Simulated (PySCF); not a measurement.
Species: dibromo(dimethoxy)germane, C₂H₆Br₂GeO₂ (charge 0, singlet). 
Coordinates optimised at B3LYP-D3(BJ)/def2-TZVP (Ansatz):
```xyz
13

C     -2.0802     1.8702     0.2401
O     -0.6711     1.7957     0.4508
Ge     0.2097     0.2941     0.1872
Br    -0.4711    -1.3462     1.6418
Br    -0.1204    -0.3889    -2.0053
O      1.9042     0.6086     0.5057
C      2.5956     1.5984    -0.2631
H     -2.3418     1.6294    -0.7934
H     -2.3779     2.8964     0.4520
H     -2.6178     1.1979     0.9137
H      2.5985     1.3446    -1.3262
H      2.1512     2.5867    -0.1278
H      3.6223     1.6130     0.1000
```
Charge 0, spin multiplicity 1.

Dispersion corrections to the total energy (kcal/mol) from the dftd3 and dftd4 libraries through PySCF: D3(BJ) without and D4 with the three-body term, each with the damping fitted for the functional named.

```csv
functional,D3(BJ),D4
BLYP,?,-19.48
B2GP-PLYP,-8.30,?
TPSS,-11.17,-12.44
HSE06,-6.89,-7.62
PW6B95,-5.66,-6.94
PBE0,-7.88,-8.05
PBE,?,-9.25
```

### Question
Complete the blanks.

### Answer

- BLYP, D3(BJ): -18.76
- B2GP-PLYP, D4: -4.13
- PBE, D3(BJ): -8.43
